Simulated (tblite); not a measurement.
Compound: C5H7FO3.
Atom-mapped SMILES: `[CH3:1][C:2](=[O:3])[O:4][C@@H:5]1[CH2:6][O:7][C@@H:8]1[F:9]` (hydrogens: H10, H11, H12 on C1; H13 on C5; H14, H15 on C6; H16 on C8)

Computed with GFN2-xTB (tblite), gas phase: Langevin dynamics at 200 K from the optimised GFN2-xTB geometry, time step 0.5 fs, friction 0.01 fs⁻¹, 2000 steps.

Start geometry:
```
atom  x, y, z in Å
C1      2.689   -0.366   -0.291
C2      1.451    0.328    0.190
O3      1.360    1.472    0.537
O4      0.399   -0.524    0.204
C5     -0.831    0.043    0.571
C6     -2.045   -0.866    0.364
O7     -2.666    0.133   -0.460
C8     -1.517    0.924   -0.495
F9     -0.893    0.847   -1.707
H10     3.501    0.349   -0.370
H11     2.493   -0.822   -1.259
H12     2.956   -1.156    0.408
H13    -0.762    0.530    1.548
H14    -2.643   -1.098    1.245
H15    -1.813   -1.770   -0.202
H16    -1.686    1.986   -0.294
```

The statistics below take the 31 frames saved every 25 fs from 250 to 1000 fs; their kinetic temperature (all 3N coordinates) averages 189 K.

**Question.** How do the bond lengths spread?

**Answer.** 
```tsv
bond	start (Å)	mean (Å)	standard deviation (Å)	shortest (Å)	longest (Å)
C1–C2	1.499	1.500	0.026	1.453	1.548
C2=O3	1.199	1.200	0.015	1.172	1.228
C2–O4	1.353	1.356	0.026	1.308	1.421
O4–C5	1.403	1.406	0.021	1.361	1.456
C5–C6	1.531	1.542	0.024	1.494	1.588
C6–O7	1.435	1.437	0.021	1.401	1.487
O7–C8	1.395	1.395	0.018	1.351	1.437
C8–F9	1.365	1.372	0.020	1.335	1.409
C5–C8	1.544	1.543	0.020	1.497	1.575
C1–H10	1.085	1.088	0.019	1.050	1.141
C1–H11	1.087	1.093	0.036	1.017	1.156
C1–H12	1.088	1.088	0.027	1.032	1.139
C5–H13	1.094	1.098	0.025	1.046	1.145
C6–H14	1.090	1.089	0.021	1.047	1.132
C6–H15	1.092	1.093	0.026	1.029	1.145
C8–H16	1.094	1.095	0.024	1.050	1.163
```

**Question.** Give the same statistics for bond angles, one of each kind among heavy atoms.

**Answer.** 
| angle | start (°) | mean (°) | standard deviation (°) | smallest (°) | largest (°) |
| --- | --- | --- | --- | --- | --- |
| C1–C2–O3 | 126.7 | 126.2 | 2.9 | 121.0 | 131.0 |
| C1–C2–O4 | 110.7 | 110.6 | 3.1 | 103.4 | 117.6 |
| O3–C2–O4 | 122.6 | 123.1 | 2.1 | 119.4 | 127.7 |
| C2–O4–C5 | 115.4 | 116.6 | 2.9 | 111.4 | 122.6 |
| O4–C5–C6 | 114.8 | 115.5 | 3.2 | 110.1 | 121.7 |
| O4–C5–C8 | 116.1 | 116.0 | 2.8 | 109.7 | 121.5 |
| C6–C5–C8 | 83.8 | 83.6 | 1.2 | 81.0 | 85.7 |
| C5–C6–O7 | 90.4 | 90.1 | 1.3 | 87.8 | 92.9 |
| C6–O7–C8 | 93.0 | 93.1 | 1.6 | 89.3 | 96.7 |
| O7–C8–F9 | 111.5 | 111.1 | 2.5 | 105.2 | 115.8 |
| C5–C8–O7 | 91.4 | 91.6 | 1.7 | 87.8 | 96.9 |
| C5–C8–F9 | 112.2 | 111.8 | 3.1 | 105.8 | 120.2 |

**Question.** How far does each atom move about its mean position (frames aligned on the start, all atoms weighted alike), and what rms force does it feel?

**Answer.** 
```csv
atom,rms displacement (Å),rms force (eV/Å)
C1,0.09,1.85
C2,0.14,1.68
O3,0.42,1.25
O4,0.22,1.11
C5,0.15,1.38
C6,0.08,1.60
O7,0.14,1.05
C8,0.14,1.23
F9,0.29,0.69
H10,0.24,0.75
H11,0.22,1.22
H12,0.25,0.97
H13,0.20,0.79
H14,0.22,0.77
H15,0.18,0.90
H16,0.18,0.75
```

The displacements run from 0.08 to 0.42 Å, the largest at O3.

**Question.** How widely does the potential energy scatter, against a harmonic estimate?

**Answer.** Mean 0.33 eV above the start, standard deviation 0.061 eV, range 0.21 to 0.47 eV. For 42 classical harmonic modes at 200 K the canonical values are 42kT/2 = 0.36 eV and kT·√(42/2) = 0.079 eV.

The run is classical and short, so these are rough statistics of one trajectory.

What follows is the cost of the whole dynamics run. Time: 13 s of wall time; peak memory 0.18 GiB. Hardware: Intel Xeon at 2.80 GHz, one thread, shared host.
